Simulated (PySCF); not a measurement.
## [Gd(BH4)2]+ at several levels of theory

Computed with PySCF 2.14.0 (density fitting, no spin-orbit coupling) at the geometry relaxed with B3LYP:

```xyz
11
[Gd(BH4)2]+ (singlet in the valence; each metal's 4f electrons, 7 of them, lie in its core potential, out of spins and levels; a saddle point, relaxed within its symmetry)
Gd    0.0000    0.0000    0.0000
B     0.0000    0.0000    2.4558
H     0.0000    0.0000    3.6503
H     1.1521    0.0021    1.9203
H    -0.5779    0.9967    1.9203
H    -0.5742   -0.9988    1.9203
B     0.0000    0.0000   -2.4558
H     0.0000    0.0000   -3.6503
H     1.1521   -0.0021   -1.9203
H    -0.5779   -0.9967   -1.9203
H    -0.5742    0.9988   -1.9203
```

```json
{"level": "B3LYP", "basis": "Gd lcecp-1-SVP with ECP53, B def2-SVP, H def2-SVP", "state": "singlet", "HOMO (eV)": "-13.65", "gap (eV)": "5.03", "charge on Gd1 (e)": "1.08", "population of f-type functions on Gd1 (polarisation alone where 4f lies in the core)": "0.05", "dipole about the centre of mass (D)": "0.00", "largest force component (eV/Å)": "0.01"}
{"level": "HF", "basis": "the same", "state": "singlet", "HOMO (eV)": "-17.43", "gap (eV)": "11.99", "charge on Gd1 (e)": "1.64", "population of f-type functions on Gd1 (polarisation alone where 4f lies in the core)": "0.05", "dipole about the centre of mass (D)": "0.00", "largest force component (eV/Å)": "0.35"}
{"level": "M06-L", "basis": "the same", "state": "singlet", "HOMO (eV)": "-12.54", "gap (eV)": "4.54", "charge on Gd1 (e)": "1.43", "population of f-type functions on Gd1 (polarisation alone where 4f lies in the core)": "0.05", "dipole about the centre of mass (D)": "0.00", "largest force component (eV/Å)": "0.16"}
{"level": "PBE0", "basis": "the same", "state": "singlet", "HOMO (eV)": "-13.88", "gap (eV)": "5.63", "charge on Gd1 (e)": "1.18", "population of f-type functions on Gd1 (polarisation alone where 4f lies in the core)": "0.05", "dipole about the centre of mass (D)": "0.00", "largest force component (eV/Å)": "0.31"}
{"level": "B3LYP", "basis": "Gd lcecp-1-TZVP with ECP53, B def2-TZVP, H def2-TZVP", "state": "singlet", "HOMO (eV)": "-13.69", "gap (eV)": "5.11", "charge on Gd1 (e)": "1.40", "population of f-type functions on Gd1 (polarisation alone where 4f lies in the core)": "0.05", "dipole about the centre of mass (D)": "0.00", "largest force component (eV/Å)": "0.39"}
```

In the lcecp rows the 4f levels are missing from HOMO and gap, and the state counts the valence alone.

Charges are Mulliken's, which hang on the basis. The relaxation used the grid (50, 194), these runs (75, 302) or, all-electron (x2c bases, spin-free X2C Hamiltonian), (99, 590).

What does PBE with Gd lcecp-1-SVP with ECP53, B def2-SVP, H def2-SVP give here?

state singlet, HOMO (eV) -12.45, gap (eV) 3.38, charge on Gd1 (e) 0.98, population of f-type functions on Gd1 (polarisation alone where 4f lies in the core) 0.05, dipole about the centre of mass (D) 0.00, largest force component (eV/Å) 0.27. Time: 6.5 s on 2 threads of Arm Neoverse V1 (shared host), from an already converged density.

In the first row's basis the gap widens with exact exchange: 3.4 to 4.5 eV for PBE, M06-L (none); 5.0 to 5.6 eV for B3LYP, PBE0 (a fixed share); 12.0 eV for Hartree–Fock (rising or full at long range).

An lcecp potential fixes the number of 4f electrons, so in runs with it no electron can move into or out of that shell.
